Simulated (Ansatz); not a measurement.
Breaking a bond: Si(H)(Me)3, SMILES C[SiH](C)C (C3H10Si), singlet. The Si1–C11 bond (Si1 also carries C, C, H; C11 carries H, H, H) is varied alone, starting from the PBE0/def2-SVP optimised geometry.

Calculation: Ansatz (a quantum-chemistry and plane-wave program) with restricted PBE0/def2-SVP.

The batch members p0 to p7 hold the bond at 1.56, 1.66, 1.76, 1.85, 1.88, 1.95, 2.02, 2.15 Å.

Ansatz input:

Ansatz 0.2 input:
```yaml
# input.yaml
basis:
  gaussian: { orbitals: def2-svp }
hamiltonian:
  xc: pbe0
batch:
  members: [p0.yaml, p1.yaml, p2.yaml, p3.yaml, p4.yaml, p5.yaml, p6.yaml, p7.yaml]

# p4.yaml, one of the 8 members of this batch
crystal:
  periodic: [false, false, false]
  atoms:
    - { symbol: Si, position_ang: [0.0, 0.0, 0.0] }
    - { symbol: C, position_ang: [-1.5465453, -0.8532885, -0.65517154] }
    - { symbol: C, position_ang: [1.54649179, -0.85338849, -0.65516417] }
    - { symbol: H, position_ang: [0.0, 1.42355504, -0.47840508] }
    - { symbol: H, position_ang: [-1.57001907, -0.84323223, -1.7563258] }
    - { symbol: H, position_ang: [-1.58635765, -1.90450918, -0.3267592] }
    - { symbol: H, position_ang: [-2.45945189, -0.35305279, -0.29523223] }
    - { symbol: H, position_ang: [1.5863949, -1.90445404, -0.32625425] }
    - { symbol: H, position_ang: [2.45943768, -0.35295194, -0.29560941] }
    - { symbol: H, position_ang: [1.56975128, -0.84384361, -1.75632352] }
    - { symbol: C, position_ang: [0.0, 0.0, 1.88] }
    - { symbol: H, position_ang: [0.00187908, -1.02897466, 2.27460581] }
    - { symbol: H, position_ang: [0.88870284, 0.51499279, 2.27770871] }
    - { symbol: H, position_ang: [-0.89066799, 0.51167101, 2.27762137] }
total_charge: 0
magnetization:
  spin_polarized: false
```

Lines of the output on each member:

```
Member 3: Total energy: -11140.48566389 eV, -409.4052968556 hartree
Member 2: Total energy: -11140.32681727 eV, -409.3994593498 hartree
Member 1: Total energy: -11139.84338797 eV, -409.3816936508 hartree
Member 0: Total energy: -11138.87299411 eV, -409.3460323343 hartree
Member 5: Total energy: -11140.46042115 eV, -409.4043692021 hartree
Member 6: Total energy: -11140.35724009 eV, -409.4005773680 hartree
Member 4: Total energy: -11140.49658407 eV, -409.4056981647 hartree
Member 7: Total energy: -11140.04828670 eV, -409.3892235404 hartree
```

The restricted form behind RKS-PBE0 keeps the bonding electrons paired and can't separate into open-shell fragments.
